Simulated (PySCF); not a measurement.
Point-charge models of `FC/C=C/O[SiH3]` against its computed dipole.

Coordinates (PBE0-D3(BJ)/def2-SVP, Å) and charges (e) from the PBE0/pcSseg-1 density (PySCF):

```csv
atom,x,y,z,Mulliken,IAO,Hirshfeld,ESP-fitted
F1,-2.374,1.710,0.934,-0.3407,-0.3304,-0.1366,-0.2369
C2,-2.147,0.711,0.010,+0.2164,+0.0451,+0.0200,+0.1363
C3,-0.708,0.349,-0.055,-0.3825,-0.2609,-0.0991,-0.3593
C4,-0.258,-0.845,0.353,+0.2464,+0.0840,+0.0406,+0.0866
O5,1.011,-1.278,0.336,-0.6005,-0.5636,-0.1959,-0.3710
Si6,2.362,-0.423,-0.202,+0.6660,+0.8260,+0.3956,+0.5920
H7,-2.506,1.079,-0.967,+0.1065,+0.1399,+0.0433,+0.0691
H8,-2.754,-0.168,0.287,+0.0976,+0.1336,+0.0442,+0.0578
H9,-0.015,1.108,-0.438,+0.1442,+0.1420,+0.0407,+0.1909
H10,-0.946,-1.603,0.748,+0.1109,+0.1526,+0.0554,+0.1478
H11,2.201,-0.075,-1.644,-0.0938,-0.1310,-0.0731,-0.1192
H12,3.506,-1.348,-0.002,-0.0832,-0.1089,-0.0646,-0.0914
H13,2.535,0.824,0.599,-0.0872,-0.1283,-0.0706,-0.1026
```

Question: Compute μ = Σ q r for each scheme (1 e·Å = 4.803 D) and compare with the dipole of the full density.

Answer: The full density gives (1.01, -0.94, -1.43) D, 1.99 D in size; dipole vectors point from the negative to the positive end.

| scheme | μx | μy | μz | size (D) | share of the full size (%) | angle to the full dipole (°) |
| --- | --- | --- | --- | --- | --- | --- |
| Mulliken | 0.75 | -0.75 | -2.39 | 2.61 | 132 | 20 |
| IAO | 1.78 | -1.11 | -2.53 | 3.29 | 166 | 8 |
| Hirshfeld | 1.09 | -0.84 | -0.87 | 1.63 | 82 | 15 |
| ESP-fitted | 0.99 | -0.94 | -1.45 | 1.99 | 100 | 1 |

Question: Which set comes closest?

Answer: Length of the difference vector: ESP-fitted 0.03 D, Hirshfeld 0.58 D, Mulliken 1.01 D, IAO 1.35 D. Closest: ESP-fitted. The schemes that divide the density aren't constrained to reproduce the dipole.

Question: What is left for the Hirshfeld atoms' own dipoles?

Answer: The Hirshfeld atoms' densities add up to the full density, so μ = Σ q r + Σ (atomic dipoles). The atomic dipoles sum to (1.01, -0.94, -1.43) − (1.09, -0.84, -0.87) = (-0.08, -0.10, -0.56) D, 0.58 D in size.

Question: With the origin at the mean of the coordinates, (-0.007, 0.003, -0.003) Å, which are the largest single terms, by size, of the Hirshfeld dipole along the direction of the full one?

Answer: Si6 +2.94, F1 +1.76, O5 -0.83, H11 -0.82, H12 -0.75 D; all 13 atoms together +1.58 D. The single terms depend on the origin, their sum doesn't.

Question: Give the size of the full dipole in other units.

Answer: 1.99 D = 0.781 au = 0.413 e·Å = 6.62 × 10⁻³⁰ C·m.

Geometry: PBE0-D3(BJ)/def2-SVP, one conformer, isolated molecule.

The run behind these numbers computed NMR shieldings as well. Hardware: an Arm Neoverse V1 with one thread, on a shared host. Cost: 12 s wall, 0.78 GiB resident at most.

Conformer computed: `[F:1][CH2:2]/[CH:3]=[CH:4]/[O:5][SiH3:6]`: F1–C2–C3–C4 113°, C3–C4–O5–Si6 0°.
